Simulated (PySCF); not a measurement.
A small calculation by hand: chemical shift, span and skew from a shielding tensor

Ti(F)3(OH) (F3HOTi), SMILES [F][Ti]([F])([OH])[F], multiplicity 1. Atoms are numbered in the order given.

```xyz
6

Ti     0.0000     0.0000    -0.0087
F     -1.4132     0.8159    -0.6027
F      0.0000    -1.6318    -0.6027
F      1.4132     0.8159    -0.6027
O      0.0000     0.0000     1.7227
H      0.0000     0.0000     2.6823
```

Coordinates come from a PBE0-D3(BJ)/def2-SVP optimisation. A frequency run showed that this geometry is not a minimum. The multiplicity is an assumed one; other spin states were not compared. One conformer was computed; it need not be the lowest.

GIAO shieldings from PBE/pcSseg-1 (PySCF), non-relativistic, no solvent. The symmetric part of the tensor of F2 has the principal values -430.3, -366.7, 303.3 ppm. The same nucleus in CFCl3 has σ = 133.6 ppm at this level (PySCF, at its B3LYP-D3(BJ)/def2-TZVP geometry).

### Question
Work out the isotropic shielding, the ¹⁹F shift against CFCl3, the span and the skew.

### Answer

σ(iso) = (σ11 + σ22 + σ33)/3 = -164.6 ppm. δ = σ(ref) − σ(iso) = 133.6 − (-164.6) = 298.2 ppm.
Span Ω = σ33 − σ11 = 733.6 ppm. Skew κ = 3(σ(iso) − σ22)/Ω = 0.83. Tumbling in solution averages the tensor to δ; in a static solid the shielding alone would spread this spin-1/2 line over Ω.
